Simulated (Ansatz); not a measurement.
Question: Name a neutral molecule of C, Ge, S and H with HOMO–LUMO gap (B3LYP/def2-TZVPP) between 6.15 and 6.45 eV and HOMO–LUMO gap (ωB97M-V/def2-TZVPP) between 10.55 and 10.85 eV (Ansatz, PBE0-D4/def2-TZVP geometry).

Answer: `CS[CH2][GeH3]` (6.32 eV, 10.64 eV); `S[CH2][GeH3]` (6.37 eV, 10.79 eV); `SC[S][GeH3]` (6.27 eV, 10.79 eV). Other molecules can fit too; these were computed, each in one conformer that needn't be the lowest.

B3LYP here is the variant with VWN-RPA as its local correlation; programs differ in this.
